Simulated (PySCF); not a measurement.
# Excitation energy of Si by level of theory

Si [Ne] 3s2 3p2 (3P) → Si [Ne] 3s1 3p2 3d1 (high-spin determinant), as a difference of total energies. Computed with PySCF 2.14 in aug-cc-pCVTZ-DK with one added diffuse shell each of s, p, d, f type (9s8p6d4f, 91 functions), with the spin-free X2C one-electron Hamiltonian (Gaussian nucleus). Correlated levels: valence: [Ne] frozen. The calculations carry no spin-orbit coupling.

| method | excitation energy (eV) |
| --- | --- |
| UHF | 9.805 |
| MP2 (valence) | 10.941 |
| SCS-MP2 (valence) | 11.294 |
| CCSD (valence) | 11.113 |
| CCSD(T) (valence) | 11.125 |

Problem. How much does correlation contribute at CCSD(T) (valence)?

Solution. 11.125 − (9.805) = 1.320 eV, measured against UHF.

The upper state lies above the first ionisation limit, but in LS coupling its spin forbids autoionisation to the ground ion.

The promoted electron is Rydberg-like, and one or two diffuse shells describe it only roughly, which tends to raise the upper state.

The coupled-cluster amplitudes are large for the upper state (T1 above 0.03 or a double amplitude above 0.15), so a single reference is strained.

The determinant of the upper state mixes LS terms, which raises its energy above the lowest term, most at the Hartree-Fock and MP2 levels.
